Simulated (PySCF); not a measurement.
Zn(I)(SeH) (HISeZn), SMILES [Zn]([SeH])[I].

Coordinates come from a r2SCAN-D4/def2-SVP optimisation. The structure was generated by enumeration; whether it is a known compound was not checked. The def2 effective core potentials stand for the cores of I; spin–orbit coupling is left out. One conformer was computed; it need not be the lowest.

Calculation: M06-2X/def2-TZVPD in PySCF.

Question: Estimate the frontier levels, gap, dipole moment and polarisability. (Estimate from the structure and the level; the computed values follow.)

Answer: 
```yaml
highest_occupied_level: -8.40 eV
lowest_empty_level: -0.87 eV
orbital_gap: 7.53 eV
dipole_moment: 0.71 D
quadrupole, principal values (traceless, Buckingham form, about the centre of nuclear charge): -7.27, 0.21, 7.06 D·Å
mean_static_polarisability: 90.4 bohr³ (13.40 Å³)
polarisability_principal_values: 70.9, 71.5, 128.9 bohr³
```
